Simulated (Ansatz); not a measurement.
This triplet is an excited state, 0.45 eV above the relaxed singlet at the level frozen-core CCSD(T)/cc-pVTZ // PBE0-D3(BJ)/def2-TZVP (Ansatz, an electronic-structure program).

Calculation: PBE0-D3(BJ)/def2-TZVP in Ansatz. No frequencies were computed at this level.

Ansatz 0.2 input:
```yaml
crystal:
  periodic: [false, false, false]
  atoms:
    - { symbol: O, position_ang: [1.953753, -0.491552, 0.728691] }
    - { symbol: Si, position_ang: [0.993707, -0.552411, -0.619679] }
    - { symbol: Al, position_ang: [-1.250374, 0.108237, -0.190709] }
    - { symbol: H, position_ang: [2.630112, 0.151891, 0.922017] }
    - { symbol: H, position_ang: [-1.851122, 1.568148, -0.05866] }
    - { symbol: H, position_ang: [-2.476072, -0.784311, 0.256488] }
basis:
  gaussian: { orbitals: def2-tzvp }
hamiltonian:
  xc: pbe0
  dispersion: d3bj
relax:
  max_steps: 150
magnetization:
  spin_polarized: true
  initial_magnetization: 2
```

Output:

```
[...]
830 factors; their error is unknown
mean field -16561.43186254 eV, -608.6213952067 hartree, gradient 9.7e-6 eV, S^2 2.007808; 0 other end points of the search recorded, 0 dependent functions left out
reference -16561.43189711 eV, -608.6213964771 hartree; 20, 18 occupied and 103, 105 virtual orbitals, 830 factors
relax step   4: F+E_penalty+E_count = -16561.52279302 eV  Δ(F+E_penalty+E_count) = -8.655e-2 eV  max|allowed force component| = 9.226e-1 eV/Å  Δτ_max = 0.1956 Å  (39 SCF iters, accepted)
these checks for a lower state are left out or cut short: starts, cluster_reference, orbital_swaps, neighbouring_geometries, increment
830 factors; their error is unknown
mean field -16561.57082870 eV, -608.6265021190 hartree, gradient 2.4e-5 eV, S^2 2.007096; 0 other end points of the search recorded, 0 dependent functions left out
reference -16561.57086355 eV, -608.6265033994 hartree; 20, 18 occupied and 103, 105 virtual orbitals, 830 factors
relax step   5: F+E_penalty+E_count = -16561.66198999 eV  Δ(F+E_penalty+E_count) = -1.392e-1 eV  max|allowed force component| = 5.469e-1 eV/Å  Δτ_max = 0.1998 Å  (38 SCF iters, accepted)
these checks for a lower state are left out or cut short: starts, cluster_reference, orbital_swaps, neighbouring_geometries, increment
830 factors; their error is unknown
mean field -16561.65319230 eV, -608.6295289255 hartree, gradient 2.7e-5 eV, S^2 2.006870; 0 other end points of the search recorded, 0 dependent functions left out
reference -16561.65322697 eV, -608.6295301994 hartree; 20, 18 occupied and 103, 105 virtual orbitals, 830 factors
relax step   6: F+E_penalty+E_count = -16561.74509237 eV  Δ(F+E_penalty+E_count) = -8.310e-2 eV  max|allowed force component| = 2.429e-1 eV/Å  Δτ_max = 0.1997 Å  (37 SCF iters, accepted)
these checks for a lower state are left out or cut short: starts, cluster_reference, orbital_swaps, neighbouring_geometries, increment
830 factors; their error is unknown
mean field evaluation 64: about -16561.6343 eV, gradient 2.9e-1 eV
mean field -16561.68642596 eV, -608.6307502396 hartree, gradient 8.6e-6 eV, S^2 2.006726; 0 other end points of the search recorded, 0 dependent functions left out
reference -16561.68646038 eV, -608.6307515046 hartree; 20, 18 occupied and 103, 105 virtual orbitals, 830 factors
relax step   7: F+E_penalty+E_count = -16561.77945868 eV  Δ(F+E_penalty+E_count) = -3.437e-2 eV  max|allowed force component| = 1.443e-1 eV/Å  Δτ_max = 0.2000 Å  (38 SCF iters, accepted)
these checks for a lower state are left out or cut short: starts, cluster_reference, orbital_swaps, neighbouring_geometries, increment
830 factors; their error is unknown
mean field -16561.68947391 eV, -608.6308622499 hartree, gradient 1.9e-5 eV, S^2 2.006711; 0 other end points of the search recorded, 0 dependent functions left out
reference -16561.68950822 eV, -608.6308635108 hartree; 20, 18 occupied and 103, 105 virtual orbitals, 830 factors
relax step   8: F+E_penalty+E_count = -16561.78280670 eV  Δ(F+E_penalty+E_count) = -3.348e-3 eV  max|allowed force component| = 6.134e-2 eV/Å  Δτ_max = 0.0580 Å  (34 SCF iters, accepted)
these checks for a lower state are left out or cut short: starts, cluster_reference, orbital_swaps, neighbouring_geometries, increment
830 factors; their error is unknown
mean field -16561.68993195 eV, -608.6308790824 hartree, gradient 1.5e-5 eV, S^2 2.006717; 0 other end points of the search recorded, 0 dependent functions left out
reference -16561.68996625 eV, -608.6308803431 hartree; 20, 18 occupied and 103, 105 virtual orbitals, 830 factors
relax step   9: F+E_penalty+E_count = -16561.78328829 eV  Δ(F+E_penalty+E_count) = -4.816e-4 eV  max|allowed force component| = 2.300e-2 eV/Å  Δτ_max = 0.0266 Å  (34 SCF iters, accepted)
these checks for a lower state are left out or cut short: starts, cluster_reference, orbital_swaps, neighbouring_geometries, increment
830 factors; their error is unknown
mean field -16561.69013467 eV, -608.6308865323 hartree, gradient 8.0e-6 eV, S^2 2.006724; 0 other end points of the search recorded, 0 dependent functions left out
reference -16561.69016903 eV, -608.6308877950 hartree; 20, 18 occupied and 103, 105 virtual orbitals, 830 factors
relax step  10: F+E_penalty+E_count = -16561.78345404 eV  Δ(F+E_penalty+E_count) = -1.657e-4 eV  max|allowed force component| = 6.069e-3 eV/Å  Δτ_max = 0.0231 Å  (33 SCF iters, accepted)
these checks for a lower state are left out or cut short: starts, cluster_reference, orbital_swaps, neighbouring_geometries, increment
830 factors; their error is unknown
mean field evaluation 96: about -16561.6902 eV, gradient 1.9e-3 eV
mean field -16561.69022618 eV, -608.6308898952 hartree, gradient 7.7e-6 eV, S^2 2.006724; 0 other end points of the search recorded, 0 dependent functions left out
reference -16561.69026052 eV, -608.6308911573 hartree; 20, 18 occupied and 103, 105 virtual orbitals, 830 factors
relax step  11: F+E_penalty+E_count = -16561.78358515 eV  Δ(F+E_penalty+E_count) = -1.311e-4 eV  max|allowed force component| = 1.821e-2 eV/Å  Δτ_max = 0.0129 Å  (34 SCF iters, accepted)
these checks for a lower state are left out or cut short: starts, cluster_reference, orbital_swaps, neighbouring_geometries, increment
830 factors; their error is unknown
mean field -16561.68999461 eV, -608.6308813853 hartree, gradient 2.5e-5 eV, S^2 2.006734; 0 other end points of the search recorded, 0 dependent functions left out
reference -16561.69002896 eV, -608.6308826477 hartree; 20, 18 occupied and 103, 105 virtual orbitals, 830 factors
relax step  12: F+E_penalty+E_count = -16561.78346864 eV  Δ(F+E_penalty+E_count) = +1.165e-4 eV  max|allowed force component| = 1.989e-1 eV/Å  Δτ_max = 0.0471 Å  (32 SCF iters, rejected (line search))
these checks for a lower state are left out or cut short: starts, cluster_reference, orbital_swaps, neighbouring_geometries, increment
830 factors; their error is unknown
mean field -16561.69040084 eV, -608.6308963139 hartree, gradient 9.1e-6 eV, S^2 2.006732; 0 other end points of the search recorded, 0 dependent functions left out
reference -16561.69043519 eV, -608.6308975762 hartree; 20, 18 occupied and 103, 105 virtual orbitals, 830 factors
relax step  13: F+E_penalty+E_count = -16561.78381541 eV  Δ(F+E_penalty+E_count) = -2.303e-4 eV  max|allowed force component| = 2.034e-2 eV/Å  Δτ_max = 0.0236 Å  (34 SCF iters, accepted)
these checks for a lower state are left out or cut short: starts, cluster_reference, orbital_swaps, neighbouring_geometries, increment
830 factors; their error is unknown
mean field -16561.69033007 eV, -608.6308937133 hartree, gradient 2.1e-5 eV, S^2 2.006739; 0 other end points of the search recorded, 0 dependent functions left out
reference -16561.69036444 eV, -608.6308949764 hartree; 20, 18 occupied and 103, 105 virtual orbitals, 830 factors
relax step  14: F+E_penalty+E_count = -16561.78384795 eV  Δ(F+E_penalty+E_count) = -3.253e-5 eV  max|allowed force component| = 1.918e-1 eV/Å  Δτ_max = 0.0409 Å  (33 SCF iters, accepted)
these checks for a lower state are left out or cut short: starts, cluster_reference, orbital_swaps, neighbouring_geometries, increment
830 factors; their error is unknown
mean field -16561.69293559 eV, -608.6309894644 hartree, gradient 3.6e-5 eV, S^2 2.006769; 0 other end points of the search recorded, 0 dependent functions left out
reference -16561.69296994 eV, -608.6309907267 hartree; 20, 18 occupied and 103, 105 virtual orbitals, 830 factors
relax step  15: F+E_penalty+E_count = -16561.78674625 eV  Δ(F+E_penalty+E_count) = -2.898e-3 eV  max|allowed force component| = 7.265e-2 eV/Å  Δτ_max = 0.1241 Å  (33 SCF iters, accepted)
these checks for a lower state are left out or cut short: starts, cluster_reference, orbital_swaps, neighbouring_geometries, increment
830 factors; their error is unknown
mean field evaluation 128: about -16561.6439 eV, gradient 3.4e-2 eV
mean field -16561.69327508 eV, -608.6310019405 hartree, gradient 1.1e-5 eV, S^2 2.006770; 0 other end points of the search recorded, 0 dependent functions left out
reference -16561.69330937 eV, -608.6310032004 hartree; 20, 18 occupied and 103, 105 virtual orbitals, 830 factors
relax step  16: F+E_penalty+E_count = -16561.78739312 eV  Δ(F+E_penalty+E_count) = -6.469e-4 eV  max|allowed force component| = 2.246e-1 eV/Å  Δτ_max = 0.0625 Å  (35 SCF iters, accepted)
these checks for a lower state are left out or cut short: starts, cluster_reference, orbital_swaps, neighbouring_geometries, increment
830 factors; their error is unknown
mean field -16561.69350491 eV, -608.6310103863 hartree, gradient 7.4e-6 eV, S^2 2.006773; 0 other end points of the search recorded, 0 dependent functions left out
reference -16561.69353921 eV, -608.6310116467 hartree; 20, 18 occupied and 103, 105 virtual orbitals, 830 factors
relax step  17: F+E_penalty+E_count = -16561.78753211 eV  Δ(F+E_penalty+E_count) = -1.390e-4 eV  max|allowed force component| = 1.833e-1 eV/Å  Δτ_max = 0.0195 Å  (34 SCF iters, accepted)
these checks for a lower state are left out or cut short: starts, cluster_reference, orbital_swaps, neighbouring_geometries, increment
830 factors; their error is unknown
mean field -16561.69520645 eV, -608.6310729168 hartree, gradient 1.7e-5 eV, S^2 2.006776; 0 other end points of the search recorded, 0 dependent functions left out
reference -16561.69524064 eV, -608.6310741732 hartree; 20, 18 occupied and 103, 105 virtual orbitals, 830 factors
relax step  18: F+E_penalty+E_count = -16561.78947925 eV  Δ(F+E_penalty+E_count) = -1.947e-3 eV  max|allowed force component| = 5.403e-2 eV/Å  Δτ_max = 0.0689 Å  (32 SCF iters, accepted)
these checks for a lower state are left out or cut short: starts, cluster_reference, orbital_swaps, neighbouring_geometries, increment
830 factors; their error is unknown
mean field -16561.69566525 eV, -608.6310897773 hartree, gradient 2.0e-5 eV, S^2 2.006777; 0 other end points of the search recorded, 0 dependent functions left out
reference -16561.69569938 eV, -608.6310910317 hartree; 20, 18 occupied and 103, 105 virtual orbitals, 830 factors
relax step  19: F+E_penalty+E_count = -16561.79001347 eV  Δ(F+E_penalty+E_count) = -5.342e-4 eV  max|allowed force component| = 9.639e-3 eV/Å  Δτ_max = 0.0431 Å  (33 SCF iters, accepted)
these checks for a lower state are left out or cut short: starts, cluster_reference, orbital_swaps, neighbouring_geometries, increment
830 factors; their error is unknown
mean field evaluation 160: about -16561.6911 eV, gradient 7.5e-6 eV
mean field -16561.69107496 eV, -608.6309210873 hartree, gradient 7.4e-6 eV, S^2 2.006759; 0 other end points of the search recorded, 0 dependent functions left out
reference -16561.69110903 eV, -608.6309223395 hartree; 20, 18 occupied and 103, 105 virtual orbitals, 830 factors
relax step  20: F+E_penalty+E_count = -16561.78557831 eV  Δ(F+E_penalty+E_count) = +4.435e-3 eV  max|allowed force component| = 6.552e-1 eV/Å  Δτ_max = 0.0819 Å  (33 SCF iters, rejected (line search))
these checks for a lower state are left out or cut short: starts, cluster_reference, orbital_swaps, neighbouring_geometries, increment
830 factors; their error is unknown
mean field -16561.69569726 eV, -608.6310909537 hartree, gradient 9.9e-6 eV, S^2 2.006775; 0 other end points of the search recorded, 0 dependent functions left out
reference -16561.69573136 eV, -608.6310922070 hartree; 20, 18 occupied and 103, 105 virtual orbitals, 830 factors
relax step  21: F+E_penalty+E_count = -16561.79011319 eV  Δ(F+E_penalty+E_count) = -9.972e-5 eV  max|allowed force component| = 8.899e-2 eV/Å  Δτ_max = 0.0327 Å  (34 SCF iters, accepted)
these checks for a lower state are left out or cut short: starts, cluster_reference, orbital_swaps, neighbouring_geometries, increment
830 factors; their error is unknown
mean field -16561.69578077 eV, -608.6310940226 hartree, gradient 2.6e-5 eV, S^2 2.006776; 0 other end points of the search recorded, 0 dependent functions left out
reference -16561.69581485 eV, -608.6310952751 hartree; 20, 18 occupied and 103, 105 virtual orbitals, 830 factors
relax step  22: F+E_penalty+E_count = -16561.79020734 eV  Δ(F+E_penalty+E_count) = -9.415e-5 eV  max|allowed force component| = 2.048e-2 eV/Å  Δτ_max = 0.0087 Å  (34 SCF iters, accepted)
these checks for a lower state are left out or cut short: starts, cluster_reference, orbital_swaps, neighbouring_geometries, increment
830 factors; their error is unknown
mean field -16561.69585106 eV, -608.6310966058 hartree, gradient 2.6e-5 eV, S^2 2.006778; 0 other end points of the search recorded, 0 dependent functions left out
reference -16561.69588514 eV, -608.6310978582 hartree; 20, 18 occupied and 103, 105 virtual orbitals, 830 factors
relax step  23: F+E_penalty+E_count = -16561.79027500 eV  Δ(F+E_penalty+E_count) = -6.766e-5 eV  max|allowed force component| = 3.208e-3 eV/Å  Δτ_max = 0.0109 Å  (34 SCF iters, accepted)
830 factors; their error is unknown
mean field evaluation 192: about -16561.6455 eV, gradient 5.4e-2 eV
mean field -16561.69585106 eV, -608.6310966058 hartree, gradient 4.2e-5 eV, S^2 2.006778; 1 other end points of the search recorded, 0 dependent functions left out
reference -16561.69588514 eV, -608.6310978582 hartree; 20, 18 occupied and 103, 105 virtual orbitals, 830 factors
Total energy: -16561.79030908 eV, -608.6345678740 hartree
Atom 0 at     2.187130    -0.361320     0.509820 Å, force     0.001268    -0.000922    -0.000548 eV/Å
Atom 1 at     0.763413    -1.122910     0.177815 Å, force     0.001816     0.000465     0.000098 eV/Å
Atom 2 at    -1.308955     0.066510    -0.035535 Å, force    -0.003208     0.001353    -0.000865 eV/Å
Atom 3 at     2.211523     0.594932     0.594427 Å, force    -0.000280     0.000078     0.001022 eV/Å
Atom 4 at    -1.276766     1.644136     0.149780 Å, force     0.000374    -0.001181    -0.000421 eV/Å
Atom 5 at    -2.576340    -0.821346    -0.358159 Å, force     0.000030     0.000208     0.000715 eV/Å
Dipole moment:     0.080409     0.224472     0.031175 e Å
```

Cost: very roughly 100 core-seconds.
